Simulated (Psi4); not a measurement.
ClK, singlet, geometry from GFN2-xTB (such geometries of metal compounds can be far from the true shape), with bond 1-2 at 1.6 times its length; Psi4 1.11 with HF/STO-3G.

Here is a job for Psi4.
```
memory 2 GB

molecule {
0 1
  K     0.00000000    0.00000000   -2.76523572
  Cl    0.00000000    0.00000000    1.36112639
}

set basis sto-3g
set level_shift 0.3

energy('scf')
print_variables()
```

The log (banner, timings and long lists left out):

```
   => Loading Basis Set <=

    Name: STO-3G
    Role: ORBITAL
    Keyword: BASIS

         ---------------------------------------------------------
                                   SCF
               by Justin Turney, Rob Parrish, Andy Simmonett
                          and Daniel G. A. Smith
                              RHF Reference
         ---------------------------------------------------------

  ==> Geometry <==

    Molecular point group: c2v
    Full point group: C_inf_v

    Geometry (in Angstrom), charge = 0, multiplicity = 1:

       Center              X                  Y                   Z               Mass
    ------------   -----------------  -----------------  -----------------  -----------------
         K            0.000000000000     0.000000000000    -1.951699634913    38.963706486400
         CL           0.000000000000     0.000000000000     2.174662475087    34.968852682000

  Running in c2v symmetry.

  Rotational constants: A = ************  B =      0.05372  C =      0.05372 [cm^-1]
  Rotational constants: A = ************  B =   1610.55892  C =   1610.55892 [MHz]
  Nuclear repulsion =   41.422501101438719

  Charge       = 0
  Multiplicity = 1
  Electrons    = 36
  Nalpha       = 18
  Nbeta        = 18

  ==> Algorithm <==

  SCF Algorithm Type is DF.
  DIIS enabled.
  MOM disabled.
  Fractional occupation disabled.
  Guess Type is SAD.
  Energy threshold   = 1.00e-06
  Density threshold  = 1.00e-06
  Integral threshold = 1.00e-12

  ==> Primary Basis <==

  Basis Set: STO-3G
    Blend: STO-3G
    Number of shells: 12
    Number of basis functions: 22
    Number of Cartesian functions: 22
    Spherical Harmonics?: true
    Max angular momentum: 1

   => Loading Basis Set <=

    Name: (STO-3G AUX)
    Role: JKFIT
    Keyword: DF_BASIS_SCF

  ==> Integral Setup <==

  SCF_SUBTYPE=INCORE selected. In-core MEM_DF algorithm will be used.
  Using in-core AOs.

  ==> MemDFJK: Density-Fitted J/K Matrices <==

    J tasked:                   Yes
    K tasked:                   Yes
    wK tasked:                   No
    Algorithm:                 Core
    Schwarz Cutoff:           1E-12
    Mask sparsity (%):      11.1570
    Fitting Condition:        1E-10

   => Auxiliary Basis Set <=

  Basis Set: (STO-3G AUX)
    Blend: DEF2-UNIVERSAL-JKFIT
    Number of shells: 82
    Number of basis functions: 288
    Number of Cartesian functions: 358
    Spherical Harmonics?: true
    Max angular momentum: 4

[...]
   @DF-RHF iter   1: -1047.62002440954370   -6.19991e-01   5.47664e-03 ADIIS/DIIS
   @DF-RHF iter   2: -1047.63358864950374   -1.35642e-02   1.74054e-03 ADIIS/DIIS
   @DF-RHF iter   3: -1047.63705587097115   -3.46722e-03   8.04013e-04 ADIIS/DIIS
   @DF-RHF iter   4: -1047.63786806656276   -8.12196e-04   1.32898e-04 ADIIS/DIIS
   @DF-RHF iter   5: -1047.63787368080943   -5.61425e-06   5.07813e-05 DIIS
   @DF-RHF iter   6: -1047.63787687111903   -3.19031e-06   7.41916e-06 DIIS
   @DF-RHF iter   7: -1047.63787690969161   -3.85726e-08   1.24877e-06 DIIS
   @DF-RHF iter   8: -1047.63787691154585   -1.85423e-09   7.44751e-08 DIIS
  Energy and wave function converged.

  ==> Post-Iterations <==

    Orbital Energies [Eh]
    ---------------------

    Doubly Occupied:

[...]
    Virtual:

[...]
      12A1     0.287976

    Final Occupation by Irrep:
             A1    A2    B1    B2
    DOCC [    10,    0,    4,    4 ]
    NA   [    10,    0,    4,    4 ]
    NB   [    10,    0,    4,    4 ]

  @DF-RHF Final Energy: -1047.63787691154585

   => Energetics <=

    Nuclear Repulsion Energy =             41.4225011014387192
    One-Electron Energy =               -1534.5476654190031240
    Two-Electron Energy =                 445.4872874060185950
    Total Energy =                      -1047.6378769115458454

Computation Completed

Properties will be evaluated at   0.000000,   0.000000,   0.000000 [a0]

Properties computed using the SCF density matrix

 Multipole Moments:

 ------------------------------------------------------------------------------------
     Multipole            Electronic (a.u.)      Nuclear  (a.u.)        Total (a.u.)
 ------------------------------------------------------------------------------------

 L = 1.  Multiply by 2.5417464519 to convert [e a0] to [Debye]
 Dipole X            :          0.0000000            0.0000000            0.0000000
 Dipole Y            :          0.0000000            0.0000000            0.0000000
 Dipole Z            :         -6.4347969           -0.2135976           -6.6483945
 Magnitude           :                                                    6.6483945

 ------------------------------------------------------------------------------------

  Variable Map:
  ----------------------------------------------------------------------------
[...]
  Array Variable Map:
  ----------------------------------------------------------------------------
[...]
[...]
```
